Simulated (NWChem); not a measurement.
**Total energies of sulfur difluoride (F$_{2}$S)**

```xyz
3

F      1.2275     0.0000    -0.4916
S      0.0000     0.0000     0.5530
F     -1.2275     0.0000    -0.4916
```
Charge 0, spin multiplicity 1.

Program: NWChem. The geometry was optimised at PBE0/def2-SVP, a minimum by its harmonic frequencies.

Basis set: cc-pVQZ (169 functions).

| method | total energy (Ha) | relative cost |
|---|---|---|
| RHF | -596.46211 | 1 |
| MP2 | -597.20146 | under 3 |
| B2PLYP | -597.73427 | 5 |
| PBE | -597.59575 | under 3 |
| B3LYP | -597.96195 | under 3 |
| TPSS | -597.98370 | under 3 |

Total energies of different functionals aren't comparable as a measure of quality: only differences taken within one method are. Costs are rough ratios of processor time within this set of runs, SCF included, with RHF as 1.

The correlated methods keep 7 core orbitals frozen. B3LYP has NWChem's definition, with VWN1-RPA local correlation.
